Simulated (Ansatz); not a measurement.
Nudged elastic band run: BF₂H₅SSi

Input file:

```yaml
crystal:
  periodic: [false, false, false]
  atoms:
    - { symbol: B, position_ang: [-0.661261, -0.630031, -1.039253] }
    - { symbol: Si, position_ang: [1.234011, -0.660657, -0.317996] }
    - { symbol: F, position_ang: [-1.484152, -1.650389, -0.861196] }
    - { symbol: F, position_ang: [-1.105472, 0.363561, -1.796775] }
    - { symbol: H, position_ang: [-0.291164, 1.366812, 2.128082] }
    - { symbol: S, position_ang: [-1.445896, 1.052422, 1.513903] }
    - { symbol: H, position_ang: [1.778192, 0.722087, -0.190143] }
    - { symbol: H, position_ang: [2.136112, -1.424244, -1.231444] }
    - { symbol: H, position_ang: [1.277967, -1.315057, 1.020715] }
    - { symbol: H, position_ang: [-1.43824, 2.175497, 0.774002] }
basis:
  gaussian: { orbitals: "6-31G*" }
hamiltonian:
  xc: pbe0
  dispersion: d4
neb:
  order_check: false
  images: 9
  f_tol: 0.05
  max_iterations: 60
  final_atoms:
    - { symbol: B, position_ang: [-1.78746638, 0.08346978, -0.57708222] }
    - { symbol: Si, position_ang: [1.86797399, -0.56164975, 0.32524522] }
    - { symbol: F, position_ang: [-2.13132934, -1.18325553, -0.69661428] }
    - { symbol: F, position_ang: [-0.81993898, 0.55514455, -1.34764068] }
    - { symbol: H, position_ang: [0.63281777, -0.40883076, 1.14243247] }
    - { symbol: S, position_ang: [-2.65019129, 1.12076122, 0.62199616] }
    - { symbol: H, position_ang: [2.27943725, 0.76456315, -0.20566295] }
    - { symbol: H, position_ang: [1.60589713, -1.49445977, -0.80183171] }
    - { symbol: H, position_ang: [2.95165469, -1.11109888, 1.18465788] }
    - { symbol: H, position_ang: [-1.94875784, 2.23535698, 0.35439511] }
  initial_path:
    images:
      - { positions_ang: [[-0.661261, -0.630031, -1.039253], [1.234011, -0.660657, -0.317996], [-1.484152, -1.650389, -0.861196], [-1.105472, 0.363561, -1.796775], [-0.291164, 1.366812, 2.128082], [-1.445896, 1.052422, 1.513903], [1.778192, 0.722087, -0.190143], [2.136112, -1.424244, -1.231444], [1.277967, -1.315057, 1.020715], [-1.43824, 2.175497, 0.774002]] }
      - { positions_ang: [[-0.70092492, -0.53197779, -0.92070145], [1.25813138, -0.62774111, -0.25932792], [-1.46640176, -1.58965164, -0.81405256], [-1.05960486, 0.42947099, -1.73645954], [-0.28806277, 1.12920201, 1.82491286], [-1.51838735, 1.01257178, 1.46737426], [1.83526592, 0.72104144, -0.2344664], [2.00894717, -1.44904609, -1.18950842], [1.37560756, -1.24668159, 1.07467509], [-1.44447336, 2.15281301, 0.78744906]] }
      - { positions_ang: [[-0.74058885, -0.43392458, -0.80214989], [1.28225176, -0.59482523, -0.20065983], [-1.44865152, -1.52891428, -0.76690912], [-1.01373773, 0.49538098, -1.67614408], [-0.28496155, 0.89159202, 1.52174371], [-1.5908787, 0.97272155, 1.42084553], [1.89233983, 0.71999588, -0.27878979], [1.88178235, -1.47384818, -1.14757283], [1.47324812, -1.17830618, 1.12863518], [-1.45070672, 2.13012902, 0.80089613]] }
      - { positions_ang: [[-0.78025277, -0.33587137, -0.68359834], [1.30637214, -0.56190934, -0.14199175], [-1.43090128, -1.46817692, -0.71976568], [-0.96787059, 0.56129096, -1.61582861], [-0.28186032, 0.65398203, 1.21857457], [-1.66337005, 0.93287133, 1.37431679], [1.94941375, 0.71895032, -0.32311319], [1.75461752, -1.49865027, -1.10563725], [1.57088868, -1.10993078, 1.18259527], [-1.45694008, 2.10744503, 0.81434319]] }
      - { positions_ang: [[-0.81991669, -0.23781815, -0.56504679], [1.33049252, -0.52899345, -0.08332367], [-1.41315104, -1.40743956, -0.67262225], [-0.92200346, 0.62720095, -1.55551315], [-0.27875909, 0.41637204, 0.91540543], [-1.7358614, 0.8930211, 1.32778806], [2.00648766, 0.71790476, -0.36743658], [1.62745269, -1.52345236, -1.06370167], [1.66852924, -1.04155537, 1.23655535], [-1.46317344, 2.08476104, 0.82779026]] }
      - { positions_ang: [[-0.85958062, -0.13976494, -0.44649523], [1.3546129, -0.49607757, -0.02465558], [-1.3954008, -1.3467022, -0.62547881], [-0.87613632, 0.69311094, -1.49519769], [-0.27565786, 0.17876205, 0.61223628], [-1.80835275, 0.85317088, 1.28125932], [2.06356158, 0.71685921, -0.41175998], [1.50028787, -1.54825445, -1.02176609], [1.7661698, -0.97317996, 1.29051544], [-1.4694068, 2.06207705, 0.84123732]] }
      - { positions_ang: [[-1.04515777, -0.095118, -0.47261263], [1.45728512, -0.509192, 0.04532458], [-1.54258651, -1.31401287, -0.6397059], [-0.86489685, 0.66551766, -1.46568629], [-0.09396274, 0.06124349, 0.71827552], [-1.97672046, 0.90668894, 1.14940669], [2.10673671, 0.72639999, -0.37054057], [1.52140972, -1.53749552, -0.97777921], [2.00326678, -1.00076375, 1.26934393], [-1.56527701, 2.09673304, 0.74386888]] }
      - { positions_ang: [[-1.23073492, -0.05047106, -0.49873003], [1.55995733, -0.52230644, 0.11530474], [-1.68977222, -1.28132353, -0.653933], [-0.85365738, 0.63792438, -1.43617489], [0.08773239, -0.05627507, 0.82431476], [-2.14508816, 0.96020701, 1.01755406], [2.14991185, 0.73594078, -0.32932117], [1.54253157, -1.52673658, -0.93379234], [2.24036376, -1.02834753, 1.24817242], [-1.66114721, 2.13138902, 0.64650044]] }
      - { positions_ang: [[-1.41631207, -0.00582411, -0.52484742], [1.66262955, -0.53542087, 0.1852849], [-1.83695793, -1.2486342, -0.66816009], [-0.84241791, 0.6103311, -1.40666349], [0.26942751, -0.17379364, 0.930354], [-2.31345587, 1.01372508, 0.88570143], [2.19308698, 0.74548157, -0.28810176], [1.56365342, -1.51597764, -0.88980546], [2.47746073, -1.05593131, 1.22700091], [-1.75701742, 2.16604501, 0.549132]] }
      - { positions_ang: [[-1.60188922, 0.03882283, -0.55096482], [1.76530177, -0.54853531, 0.25526506], [-1.98414364, -1.21594486, -0.68238719], [-0.83117844, 0.58273783, -1.37715209], [0.45112264, -0.2913122, 1.03639323], [-2.48182358, 1.06724315, 0.7538488], [2.23626212, 0.75502236, -0.24688236], [1.58477528, -1.5052187, -0.84581859], [2.71455771, -1.08351509, 1.20582939], [-1.85288763, 2.200701, 0.45176355]] }
      - { positions_ang: [[-1.78746638, 0.08346978, -0.57708222], [1.86797399, -0.56164975, 0.32524522], [-2.13132934, -1.18325553, -0.69661428], [-0.81993898, 0.55514455, -1.34764068], [0.63281777, -0.40883076, 1.14243247], [-2.65019129, 1.12076122, 0.62199616], [2.27943725, 0.76456315, -0.20566295], [1.60589713, -1.49445977, -0.80183171], [2.95165469, -1.11109888, 1.18465788], [-1.94875784, 2.23535698, 0.35439511]] }
```

Launched with:

```bash
$ ansatz run input.yaml --threads 2 --pin off --max-ram 3072MiB --backend cpu --events-out ev --progress --plain --runs-dir out
```

Output, in part (warnings, iteration lines, the closing report on the highest movable image, with atoms numbered from 0):

```
NEB end point (image 0): max|allowed force component| = 7.908e-3 eV/Å (the criterion of neb.relax_end_points is 1.000e-2)
NEB end point (image 10): max|allowed force component| = 2.590e-2 eV/Å (the criterion of neb.relax_end_points is 1.000e-2)
NEB iter   1: max|band force component| = 6.178e0 eV/Å  barrier→ = 1.4260 eV  barrier← = 2.2538 eV  Δτ_max = 0.2000 Å  (271 SCF iters)
NEB iter   2: max|band force component| = 3.052e0 eV/Å  barrier→ = 1.1489 eV  barrier← = 1.9767 eV  Δτ_max = 0.2000 Å  (294 SCF iters)
NEB iter   3: max|band force component| = 4.174e0 eV/Å  barrier→ = 1.2170 eV  barrier← = 2.0448 eV  Δτ_max = 0.1019 Å  (279 SCF iters)
NEB iter   4: max|band force component| = 1.168e0 eV/Å  barrier→ = 1.1364 eV  barrier← = 1.9642 eV  Δτ_max = 0.1924 Å  (258 SCF iters)
NEB iter   5: max|band force component| = 5.613e-1 eV/Å  barrier→ = 0.9906 eV  barrier← = 1.8184 eV  Δτ_max = 0.1060 Å  (253 SCF iters)
NEB iter   6: max|band force component| = 7.580e-1 eV/Å  barrier→ = 0.9400 eV  barrier← = 1.7678 eV  CI = image 4  Δτ_max = 0.1850 Å  (256 SCF iters)
NEB iter   7: max|band force component| = 8.625e-1 eV/Å  barrier→ = 1.2917 eV  barrier← = 2.1195 eV  CI = image 4  Δτ_max = 0.0927 Å  (258 SCF iters)
NEB iter   8: max|band force component| = 9.774e-1 eV/Å  barrier→ = 1.2713 eV  barrier← = 2.0991 eV  CI = image 4  Δτ_max = 0.0469 Å  (253 SCF iters)
NEB iter   9: max|band force component| = 4.586e-1 eV/Å  barrier→ = 1.2449 eV  barrier← = 2.0727 eV  CI = image 4  Δτ_max = 0.0929 Å  (255 SCF iters)
NEB iter  10: max|band force component| = 1.328e0 eV/Å  barrier→ = 1.2375 eV  barrier← = 2.0653 eV  CI = image 4  Δτ_max = 0.0462 Å  (257 SCF iters)
NEB iter  11: max|band force component| = 8.081e-1 eV/Å  barrier→ = 1.2359 eV  barrier← = 2.0638 eV  CI = image 4  Δτ_max = 0.0461 Å  (233 SCF iters)
NEB iter  12: max|band force component| = 1.199e-1 eV/Å  barrier→ = 1.2349 eV  barrier← = 2.0627 eV  CI = image 4  Δτ_max = 0.0526 Å  (251 SCF iters)
NEB iter  13: max|band force component| = 7.974e-2 eV/Å  barrier→ = 1.2334 eV  barrier← = 2.0612 eV  CI = image 4  Δτ_max = 0.0815 Å  (247 SCF iters)
NEB iter  14: max|band force component| = 4.252e-2 eV/Å  barrier→ = 1.2323 eV  barrier← = 2.0601 eV  CI = image 4  Δτ_max = 0.0000 Å  (485 SCF iters)
Total energy: -24891.53460408 eV, -914.7470246119 hartree
Atom 0 at    -0.844361    -0.205356    -0.429926 Å, force     0.001127    -0.013089     0.039042 eV/Å
Atom 1 at     1.288956    -0.475858    -0.058267 Å, force     0.010208    -0.005109    -0.002238 eV/Å
Atom 2 at    -1.406258    -1.427066    -0.385795 Å, force    -0.007781     0.006140    -0.014413 eV/Å
Atom 3 at    -0.941384     0.546344    -1.542968 Å, force    -0.010669    -0.001676    -0.021880 eV/Å
Atom 4 at    -0.270193     0.321556     0.772900 Å, force    -0.017599     0.009008    -0.010374 eV/Å
Atom 5 at    -1.712513     0.896551     1.181936 Å, force     0.021148     0.000335     0.002339 eV/Å
Atom 6 at     2.070695     0.787928    -0.132655 Å, force     0.002830     0.005089     0.007440 eV/Å
Atom 7 at     1.572884    -1.323709    -1.247759 Å, force     0.004196     0.003291    -0.002534 eV/Å
Atom 8 at     1.632924    -1.213205     1.186840 Å, force     0.000603    -0.004870     0.003512 eV/Å
Atom 9 at    -1.390653     2.092815     0.655589 Å, force    -0.004062     0.000882    -0.000895 eV/Å
Dipole moment:     0.299679     0.257010     0.138012 e Å
```

The forces met the threshold. A vibrational analysis at the climbing image gives one clearly imaginary mode, 964i cm⁻¹: a first-order saddle point. The orbitals stay closed-shell, which can raise the energy where a bond breaks towards radicals; this wasn't checked here.

Final band (atoms are numbered from 1 in the order of the input):

```
image  path coordinate (Å)  energy (eV)  B1–Si2 (Å)  H5–S6 (Å)  B1–S6 (Å)
    0                 0.00         0.00        2.03       1.35       3.16
    1                 0.62         0.04        2.04       1.34       3.03
    2                 1.25         0.18        2.04       1.35       3.09
    3                 1.87         0.53        2.04       1.37       2.68
    4                 2.50         1.23        2.18       1.61       2.14
    5                 3.06         0.21        2.52       2.11       1.90
    6                 3.62        -0.44        2.94       2.48       1.83
    7                 4.18        -0.70        3.29       2.75       1.81
    8                 4.74        -0.80        3.56       3.06       1.81
    9                 5.31        -0.82        3.73       3.38       1.81
   10                 5.87        -0.83        3.82       3.66       1.81
```

Run time: 4 min on 2 threads of Intel(R) Xeon(R) Platinum 8488C (Sapphire Rapids) (shared host), peak memory 0.22 GiB.
